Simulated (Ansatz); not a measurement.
One geometry of C4H14NNbO4, SMILES `C[O][Nb]([OH])([OH])([O]C)[N](C)C`, several functionals.

```yaml
crystal:
  periodic: [false, false, false]
  atoms:
    - {symbol: C, position_ang: [1.466209, -2.796124, -0.472863]}
    - {symbol: O, position_ang: [0.844374, -1.682433, 0.083099]}
    - {symbol: Nb, position_ang: [-0.276871, -0.227998, -0.392293]}
    - {symbol: O, position_ang: [0.187538, -0.678874, -2.211689]}
    - {symbol: O, position_ang: [-1.862784, 0.415711, -1.381228]}
    - {symbol: O, position_ang: [-1.428802, -0.466600, 1.099631]}
    - {symbol: C, position_ang: [-2.688394, -0.878528, 1.510042]}
    - {symbol: N, position_ang: [0.735289, 1.373002, 0.065655]}
    - {symbol: C, position_ang: [1.291797, 1.552882, 1.383816]}
    - {symbol: C, position_ang: [1.070889, 2.415689, -0.871906]}
    - {symbol: H, position_ang: [1.428025, -2.742219, -1.566851]}
    - {symbol: H, position_ang: [0.974217, -3.717501, -0.141776]}
    - {symbol: H, position_ang: [2.513257, -2.832158, -0.154195]}
    - {symbol: H, position_ang: [-0.478368, -0.440483, -2.863138]}
    - {symbol: H, position_ang: [-2.575187, 0.780793, -0.851256]}
    - {symbol: H, position_ang: [-3.004497, -0.299966, 2.384425]}
    - {symbol: H, position_ang: [-2.679393, -1.939586, 1.783990]}
    - {symbol: H, position_ang: [-3.432749, -0.740534, 0.714259]}
    - {symbol: H, position_ang: [0.942298, 2.492354, 1.832843]}
    - {symbol: H, position_ang: [0.994455, 0.736308, 2.045240]}
    - {symbol: H, position_ang: [2.389347, 1.577560, 1.351104]}
    - {symbol: H, position_ang: [0.616695, 2.220037, -1.843678]}
    - {symbol: H, position_ang: [2.157803, 2.487832, -1.012448]}
    - {symbol: H, position_ang: [0.709553, 3.390535, -0.517381]}
basis:
  gaussian: {orbitals: def2-TZVPP}
hamiltonian: {xc: {name: wB97X-V}}
output: {orbitals: {seedname: orbitals}}
```

```sh
$ ansatz run in.yaml --threads 4 --pin off --events-out ev --progress --plain --backend cuda
```

It prints (some lines left out):

```
Functional definition: wB97X-V
  name "wB97X-V"
  cite "Mardirossian & Head-Gordon, Phys. Chem. Chem. Phys. 16, 9904 (2014) doi:10.1039/C3CP54374A"
  cite "Becke, J. Chem. Phys. 107, 8554 (1997) doi:10.1063/1.475007"
  cite "Vydrov & Van Voorhis, J. Chem. Phys. 133, 244103 (2010) doi:10.1063/1.3521275"
  parameter omega = 0.3/bohr
  parameter cx = 0.167
  parameter cx1 = 0.603
  parameter cx2 = 1.194
  parameter css0 = 0.556
  parameter css1 = -0.257
  parameter cos0 = 1.219
  parameter cos1 = -1.850
  parameter b = 6.0
  parameter c = 0.01
  exchange = spin_sum(e_x_unif_sr(omega)*poly(b97_u_x, 1 - cx, cx1, cx2)) + cx*exact_x_sr(omega) + exact_x_lr(omega)
  correlation = spin_sum(e_c_pw_same_spin*poly(b97_u_same, css0, css1))
      + integral(e_c_pw_opposite_spin*poly(b97_u_opposite, cos0, cos1)) + vv10(b, c)
2649 factors; their error is unknown
674 factors; integrals over basis functions are off by at most 8.2e-6 eV
mean field evaluation 1: about -15591.9038 eV, gradient 1.0e2 eV
mean field evaluation 2: about -15569.2105 eV, gradient 1.6e2 eV
mean field evaluation 4: about -15610.9285 eV, gradient 5.2e0 eV
mean field evaluation 8: about -15611.0072 eV, gradient 2.6e-1 eV
mean field evaluation 16: about -15611.0080 eV, gradient 1.2e-3 eV
mean field -15611.00799310 eV, -573.6939622251 hartree, gradient 3.2e-5 eV, S^2 0.000000; 0 other end points of the search recorded, 0 dependent functions left out
reference -15611.00798920 eV, -573.6939620817 hartree; 45, 45 occupied and 486, 486 virtual orbitals, 2649 factors
Total energy: -15611.00798920 eV, -573.6939620817 hartree
```

It took 5.5 s on 4 threads of an AMD EPYC 7R13 on a shared host and a share of an NVIDIA H100 80 GB, with 1.3 GiB of host memory at the peak.

Changing it to `hamiltonian: {xc: {name: revPBE}, dispersion: d4}` (abridged; 3.7 s):

```
Functional definition: revPBE
mean field evaluation 16: about -15613.4334 eV, gradient 3.0e-2 eV
mean field -15613.43341383 eV, -573.7830947928 hartree, gradient 4.1e-5 eV, S^2 0.000000
Total energy: -15615.13382587 eV, -573.8455837828 hartree
```

The same input with `hamiltonian: {xc: {name: BLYP}, dispersion: d4}` (abridged; 3.7 s):

```
Functional definition: BLYP
mean field evaluation 16: about -15611.9471 eV, gradient 3.9e-2 eV
mean field -15611.94709044 eV, -573.7284734158 hartree, gradient 4.8e-5 eV, S^2 0.000000
Total energy: -15613.17892918 eV, -573.7737426544 hartree
```

Changing it to `hamiltonian: {xc: {name: B2PLYP}}` (abridged; 4.3 s):

```
Functional definition: B2PLYP
mean field evaluation 16: about -15582.6394 eV, gradient 1.5e-3 eV
mean field -15582.63941230 eV, -572.6514361095 hartree, gradient 2.9e-6 eV, S^2 0.000000
9 core orbitals not correlated: weight in the atoms' cores, before any rotation towards them, 1.000 or more for the frozen orbitals, at most 0.000 for the correlated occupied ones
second order -78.55350708 eV of doubles, -0.00000000 eV of singles
Total energy: -15603.84913919 eV, -573.4308791963 hartree
```

Changing it to `hamiltonian: {xc: {name: CAM-B3LYP}, dispersion: d4}` (abridged; 3.5 s):

```
Functional definition: CAM-B3LYP
mean field evaluation 16: about -15609.6803 eV, gradient 6.3e-4 eV
mean field -15609.68028646 eV, -573.6451699063 hartree, gradient 4.3e-5 eV, S^2 0.000000
Total energy: -15610.19580001 eV, -573.6641146798 hartree
```

Changing it to `hamiltonian: {xc: {name: B97M-V}}` (abridged; 4.6 s):

```
Functional definition: B97M-V
mean field evaluation 16: about -15614.4164 eV, gradient 6.6e-2 eV
mean field -15614.41638090 eV, -573.8192181665 hartree, gradient 3.4e-5 eV, S^2 0.000000
Total energy: -15614.41650080 eV, -573.8192225728 hartree
```
